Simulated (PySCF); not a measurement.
# One molecule, several mistakes: BGeH5N2

Calculated results; nothing here was measured. The program is PySCF 2.14.0, an open-source quantum chemistry code, run on an isolated molecule that a program drew, which may never have been made. The molecule is BGeH5N2 (charge 0, singlet), drawn as the SMILES string `[NH]=[GeH][BH]N`.

Each row is a Hartree-Fock (HF) and frozen-core CCSD(T) single point in the cc-pVDZ basis, meant for a local HF minimum. Run 1 is clean. Each other run has one planted mistake out of seven kinds, and not every kind appears here: one electron removed, one electron added, multiplicity raised by two, geometry at a saddle point, minimal basis STO-3G, one bond length entered in bohr, all coordinates scaled. The reference is restricted for singlets and unrestricted otherwise, and also for a bond in bohr. Adding or removing an electron swaps singlet and doublet. Electrons count all cores. HOMO and LUMO are orbital energies over both spins, the gradient is its largest component, and the lowest frequency (negative if imaginary) is given only where the gradient is small. Bond lengths are over the 8 bonds as drawn. T1 is the CCSD diagnostic: over 0.02 (restricted) or 0.045 (unrestricted) a single reference is doubtful. Germanium has the cc-pVDZ-PP basis, with a core potential (ECP10MDF) in place of its 10 inner electrons, and its 3s, 3p and 3d shells are frozen in CCSD(T).

Geometry of the clean run:
```xyz
9
BGeH5N2, angstrom
N     1.1916   -0.8348    0.2512
Ge   -0.4883   -0.6808    0.1629
B    -1.4962   -0.7517   -1.6533
N    -2.8728   -0.6219   -1.6851
H     1.5519   -0.7823    1.1939
H    -1.3666   -0.4795    1.4217
H    -0.8834   -0.9047   -2.6685
H    -3.4442   -0.4920   -0.8755
H    -3.3948   -0.6505   -2.5378
```

```
run,electrons,basis functions,<S^2>,HOMO (eV),LUMO (eV),gradient (hartree/bohr),lowest frequency (cm^-1),mean bond (Å),longest bond (Å),T1,HF (hartree),CCSD(T) (hartree),mistake
1,56,90,0.000,-9.18,1.54,3.4e-06,67,1.3631,2.078,0.0196,-429.85379,-430.43590,no fault
2,55,90,0.756,-16.56,-6.60,1.1e-01,-,1.3631,2.078,0.0193,-429.59255,-430.11174,one electron removed
3,57,90,0.798,0.27,8.28,5.7e-02,-,1.3631,2.078,0.0225,-429.82361,-430.40692,?
4,56,90,1.458,-8.50,1.02,4.3e-02,-,1.5942,3.928,0.0600,-429.76540,-430.30956,?
```

**Which mistake was planted in run 3, and what did it cost?**

It counts 57 electrons, one more than the clean run, at the same geometry and basis. So the mistake is: one electron added. Subtracting run 1 and multiplying by 627.51 kcal/mol a hartree, the energy moved by 18.9 kcal/mol in HF and 18.2 kcal/mol in CCSD(T).

**Which mistake was planted in run 4, and what did it cost?**

The mean bond changes by a factor of 1.170 and the longest by 1.890, so the molecule wasn't scaled as a whole. A length L in bohr read as angstrom grows by (1/0.5292 - 1) L = 0.890 L. The 8 bonds together grew by 8 x 0.2311 = 1.849 Å, which gives L = 2.078 Å. That is bond Ge2-B3, 2.078 Å in the clean geometry. So the mistake is: one bond length entered in bohr. Subtracting run 1 and multiplying by 627.51 kcal/mol a hartree, the energy moved by 55.5 kcal/mol in HF and 79.3 kcal/mol in CCSD(T).

Cautions from the logs. Run 3: the HOMO is above zero, so the electron isn't bound and the energy depends on the basis; run 4: T1 is over the limit, so its CCSD(T) energy is less reliable.
